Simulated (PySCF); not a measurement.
C₄H₆BF, SMILES B1(CCC=C1)F.

Geometry optimised at TPSSh-D3(BJ)/def2-SVP. The structure was generated by enumeration, and PubChem lists no compound with its InChIKey, so it may never have been made. The values are those of a single conformer.

These are M06-2X/def2-TZVP (PySCF) values and carry that method's errors.

The molecule is in vacuum.

Computed frontier levels, gap, dipole moment and polarisability:
```json
{
 "highest_occupied_level": "-9.08 eV",
 "lowest_empty_level": "-0.14 eV",
 "orbital_gap": "8.94 eV",
 "dipole_moment": "2.16 D",
 "quadrupole, principal values (traceless, Buckingham form, about the centre of nuclear charge)": "-3.28, 0.59, 2.68 D·Å",
 "mean_static_polarisability": "56.3 bohr³ (8.35 Å³)",
 "polarisability_principal_values": "42.1, 59.6, 67.3 bohr³"
}
```
